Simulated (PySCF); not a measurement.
## `CC/C(=C/F)SC`: 4 charge schemes on one density

Compound: C₅H₉FS.
Z-matrix (Å and degrees, GFN2-xTB geometry), rows numbered from 1:
```
C 
C   1  1.5286
C   2  1.5043  1  110.85
C   3  1.3270  2  119.90  1   -98.56
F   4  1.3514  3  125.79  2   179.29
S   3  1.7635  2  111.71  1    80.27
C   6  1.8153  3  105.46  2  -167.72
H   1  1.0876  2  110.44  3    61.47
H   1  1.0871  2  110.23  3   -58.62
H   1  1.0867  2  110.16  3  -178.48
H   2  1.0910  1  109.84  3  -121.37
H   2  1.0915  1  109.21  3   119.71
H   4  1.0804  3  122.97  2    -0.86
H   7  1.0848  6  109.66  3    54.34
H   7  1.0859  6  105.56  3   173.01
H   7  1.0848  6  110.29  3   -68.00
```

Density: PBE0/pcSseg-1 (PySCF); schemes: Mulliken, IAO, Hirshfeld and ESP-fitted. The structure is a single GFN2-xTB conformer in the gas phase; no vibrational or solvent corrections.

Question: Atoms with like bonding are taken together and averaged. At which atom do the 4 schemes differ most?

Answer: At C1: from -0.416 (IAO) to +0.097 e (ESP-fitted), 0.513 e apart.

Question: Do the Mulliken, IAO, Hirshfeld and ESP-fitted schemes agree on where the charge is highest?

Answer: The schemes don't all agree: Mulliken C4 (+0.326); IAO H14/H15/H16 (+0.167); Hirshfeld H13 (+0.053); ESP-fitted H14/H15/H16 (+0.209).

Question: For which atoms does the sign change between the 4 schemes (beyond +0.03 e in one, beyond −0.03 e in another)?

Answer: C1 and S6. Atomic charges aren't observables, and each scheme defines them in its own way.

Question: Tabulate the Mulliken, IAO, Hirshfeld and ESP-fitted charges.

Answer: In e; atoms taken as equivalent share a row and are averaged (×n: the atom named and its like, n in all):

```csv
atom,environment,Mulliken,IAO,Hirshfeld,ESP-fitted
C1,methyl carbon,-0.260,-0.416,-0.121,+0.097
C2,allylic carbon,-0.180,-0.247,-0.066,-0.075
C3,fully substituted alkene carbon,-0.458,-0.154,-0.036,-0.215
C4,vinylic C–F carbon,+0.326,+0.079,+0.008,+0.131
F5,vinyl fluorine,-0.292,-0.280,-0.079,-0.185
S6,sulfide sulfur,+0.057,+0.146,+0.029,-0.053
C7,S-methyl carbon,-0.374,-0.502,-0.123,-0.533
H8/H9/H10,methyl hydrogen,+0.118,+0.144,+0.037,-0.012
H11/H12,methylene hydrogen,+0.131,+0.146,+0.044,+0.065
H13,vinylic hydrogen,+0.093,+0.151,+0.053,+0.111
H14/H15/H16,methyl hydrogen,+0.157,+0.167,+0.046,+0.209
```

Mean size of the charges over all atoms: IAO 0.200 e, Mulliken 0.195 e, ESP-fitted 0.137 e, Hirshfeld 0.053 e. Each set sums to the total charge, 0, to within 0.001 e. The IAO scheme projects the occupied orbitals on a minimal set of polarised atomic orbitals and counts the electrons in each atom's part of it.

Question: Sum the charges by element, for elements with more than one atom.

Answer: 
```
element  atoms  Mulliken     IAO  Hirshfeld  ESP-fitted
      C      5    -0.946  -1.239     -0.339      -0.595
      H      9    +1.181  +1.374     +0.389      +0.833
```

Question: How closely do the schemes follow one another over all atoms?

Answer: Correlation coefficient and root-mean-square difference: IAO with Hirshfeld 0.99, 0.167 e; Mulliken with IAO 0.87, 0.115 e; Mulliken with Hirshfeld 0.84, 0.176 e; Mulliken with ESP-fitted 0.75, 0.149 e; IAO with ESP-fitted 0.69, 0.166 e; Hirshfeld with ESP-fitted 0.66, 0.153 e.

Question: How many electrons does the ESP-fitted scheme count on C4?

Answer: Z − q = 6 − (+0.131) = 5.869.
